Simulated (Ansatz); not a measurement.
Total energies of Ga5P4H16⁻, a cluster cut from zinc blende GaP (hydrogen-capped) from Ansatz at PBE-D4/def2-TZVP, gas phase (1 Eh = 27.2114 eV = 2625.5 kJ/mol). The reference geometry is relaxed at PBE-D4/def2-SVP.

| atom | x (Å) | y (Å) | z (Å) |
| --- | --- | --- | --- |
| Ga1 | 0.982 | 2.500 | -1.252 |
| Ga2 | -2.645 | 1.331 | 0.017 |
| Ga3 | -0.402 | -1.203 | -2.260 |
| Ga4 | 2.717 | -1.123 | 0.369 |
| Ga5 | -0.911 | -2.296 | 1.636 |
| P6 | -0.901 | 1.068 | -1.598 |
| P7 | 2.108 | 1.233 | 0.499 |
| P8 | -1.698 | 0.003 | 1.827 |
| P9 | 0.582 | -2.031 | -0.214 |
| H10 | 0.567 | 3.899 | -0.619 |
| H11 | 1.982 | 2.449 | -2.486 |
| H12 | -2.754 | 2.827 | 0.548 |
| H13 | -3.955 | 0.541 | -0.412 |
| H14 | 0.718 | -1.171 | -3.389 |
| H15 | -1.771 | -1.973 | -2.516 |
| H16 | 3.732 | -1.204 | -0.851 |
| H17 | 3.182 | -1.563 | 1.825 |
| H18 | -2.202 | -3.124 | 1.221 |
| H19 | -0.143 | -2.637 | 2.987 |
| H20 | -1.497 | 1.642 | -2.771 |
| H21 | 3.291 | 1.959 | 0.856 |
| H22 | 1.407 | 1.448 | 1.729 |
| H23 | -2.631 | 0.042 | 2.914 |
| H24 | -0.674 | 0.776 | 2.463 |
| H25 | 0.915 | -3.393 | -0.522 |

```json
{"state": "charge -1 singlet", "geometry": "reference", "energy (Eh)": "-10997.48301"}
{"state": "charge 0 doublet", "geometry": "reference", "energy (Eh)": "-10997.30229"}
{"state": "charge 0 doublet", "geometry": "relaxed at PBE-D4/def2-SVP", "energy (Eh)": "-10997.31920"}
```

Single mean-field runs in def2-TZVP are fitted with def2-universal-jkfit.

(1) Work out the vertical ionisation energy to the doublet.

(2) How much does the charge 0 doublet relax, and what is the adiabatic ionisation energy?

(1) E(charge 0 doublet) − E(charge -1 singlet) = -10997.30229 − (-10997.48301) = 0.18072 Eh = 4.92 eV. For comparison, −ε of the highest occupied level is 3.00 eV at this level, 1.92 eV less.

(2) Relaxation: -10997.30229 − (-10997.31920) = 0.01691 Eh = 0.46 eV. Adiabatic ionisation energy: 0.16381 Eh = 4.46 eV, without zero-point energy. 

At PBE-D4/def2-TZVP the gap within one spin of the charge 0 doublet nearly closes, so an electron or hole may be smeared out by delocalisation error.
